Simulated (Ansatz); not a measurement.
A run on C₂H₆SiTe, SMILES `C=C([SiH3])[TeH]` with other settings.

```yaml
crystal:
  periodic: [false, false, false]
  atoms:
    - {symbol: C, position_ang: [-0.647719, 1.475058, 0.544784]}
    - {symbol: C, position_ang: [0.033661, 0.537043, -0.110394]}
    - {symbol: Si, position_ang: [0.034463, -1.250703, 0.410002]}
    - {symbol: Te, position_ang: [1.274039, 1.072881, -1.728823]}
    - {symbol: H, position_ang: [-0.655020, 2.523177, 0.257082]}
    - {symbol: H, position_ang: [-1.240145, 1.217833, 1.419341]}
    - {symbol: H, position_ang: [1.394670, -1.659699, 0.845223]}
    - {symbol: H, position_ang: [-0.364098, -2.106244, -0.738944]}
    - {symbol: H, position_ang: [-0.931805, -1.429452, 1.527168]}
    - {symbol: H, position_ang: [1.185054, -0.430992, -2.422439]}
basis:
  gaussian: {orbitals: def2-SVP}
hamiltonian: {xc: {name: BHLYP}, dispersion: d3bj}
scf: {lower_state_search: light}
```

```sh
$ ansatz run in.yaml --threads 4 --pin off --events-out ev --progress --plain --max-ram 10444MiB
```

Shortened log:

```
Functional definition: BHLYP
1097 factors; integrals over basis functions are off by at most 1.6e-3 eV
mean field evaluation 1: about -17330.4106 eV, gradient 3.5e1 eV
mean field evaluation 2: about -17330.0841 eV, gradient 3.7e1 eV
mean field evaluation 4: about -17333.9590 eV, gradient 2.1e0 eV
mean field evaluation 8: about -17334.2103 eV, gradient 1.2e-1 eV
mean field evaluation 16: about -17334.2104 eV, gradient 8.0e-5 eV
mean field -17334.21043882 eV, -637.0204840767 hartree, gradient 7.9e-5 eV, S^2 0.000000; 0 other end points of the search recorded, 0 dependent functions left out
reference -17334.21061727 eV, -637.0204906346 hartree; 28, 28 occupied and 74, 74 virtual orbitals, 1097 factors
Total energy: -17334.64204955 eV, -637.0363454786 hartree
```

It took 1.1 s on 4 threads of an Arm Neoverse V2 on a shared host, with 0.46 GiB of host memory at the peak.
